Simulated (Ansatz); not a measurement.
Cd4O4⁻. Charge -1, multiplicity 2. Geometry PBE-D4/def2-SVPD; atoms count from 1.

| atom | x (Å) | y (Å) | z (Å) |
| --- | --- | --- | --- |
| Cd1 | -0.604 | 2.683 | -0.457 |
| Cd2 | 0.976 | -1.317 | 0.826 |
| Cd3 | -1.531 | 0.345 | 1.539 |
| Cd4 | 1.543 | 0.837 | -0.852 |
| O5 | -2.121 | 2.179 | 0.993 |
| O6 | 1.151 | -2.138 | -1.643 |
| O7 | -0.804 | -1.482 | 1.994 |
| O8 | 1.390 | -1.107 | -2.399 |

In the def2 sets Cd takes a core potential; there is no spin–orbit coupling. The structure holds one bond between oxygen atoms, so isomers without such links may lie far lower. The structure comes from a short search, and lower isomers may exist.

Question: Estimate the Mulliken populations from the PBE0/def2-TZVPD orbitals of Ansatz.

Answer: 
```csv
atom,charge (e),spin (α − β),d electrons
Cd1,0.20,-0.05,9.98
Cd2,0.53,0.00,9.99
Cd3,0.69,0.00,9.95
Cd4,0.14,-0.02,9.99
O5,-0.96,-0.01,–
O6,-0.28,0.55,–
O7,-1.00,0.00,–
O8,-0.32,0.52,–
```
Mulliken values depend strongly on the basis. With diffuse functions, as here, like atoms can get unlike values, and bond orders can come out too low or too high.

Question: Where does the spin sit?

Answer: Summed by element: Cd -0.07, O 1.07, of 1 unpaired in all. Largest on single atoms: O6 0.55, O8 0.52, Cd1 -0.05.

Question: And the Mayer bond orders between heavy atoms (over 0.3)?

Answer: Cd1–Cd4 0.70 (2.86 Å); Cd1–O5 0.41 (2.16 Å); Cd2–Cd4 0.86 (2.79 Å); Cd2–O7 0.41 (2.14 Å); Cd3–O5 0.70 (2.00 Å); Cd3–O7 0.70 (2.02 Å); O6–O8 1.23 (1.30 Å).
